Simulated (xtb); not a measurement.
Ge(F)(OH)2(NH2) (FGeH4NO2), SMILES [NH2][Ge]([OH])([OH])[F]. All values are semi-empirical tight-binding results from xtb (GFN2-xTB unless named), good for trends rather than for accurate numbers. Geometry optimised at GFN2-xTB. This is a generated structure with no PubChem entry under its InChIKey; it may be hypothetical. The values are those of a single conformer.

Optimised geometry:

```xyz
9

N     -1.7258    -0.5334     0.0427
Ge    -0.0147     0.0053    -0.0381
O      0.1891     1.7097    -0.0613
O      0.9197    -0.6574    -1.3132
F      0.6891    -0.5420     1.4607
H     -2.2520    -0.4134    -0.8116
H     -1.8458    -1.4839     0.3650
H     -0.2112     2.1944     0.6576
H      1.7864    -0.2746    -1.4413
```

For metal compounds this method's bond lengths and energies can be far off.

Computed properties:
- orbital gap = 6.98 eV
- zero-point energy = 32.4 kcal/mol
- G − E(el) at 298.15 K (modified RRHO) = 12.1 kcal/mol

Q: Give the atomic charges and the Wiberg bond orders between heavy atoms. (Estimate from the structure and the level; the computed values follow.)

A: charges (e) N1 -0.35, Ge2 0.46, O3 -0.44, O4 -0.43, F5 -0.29, H6 0.19, H7 0.20, H8 0.33, H9 0.34. Bond orders N1–Ge2 1.07, Ge2–O3 1.13, Ge2–O4 1.14, Ge2–F5 0.99.
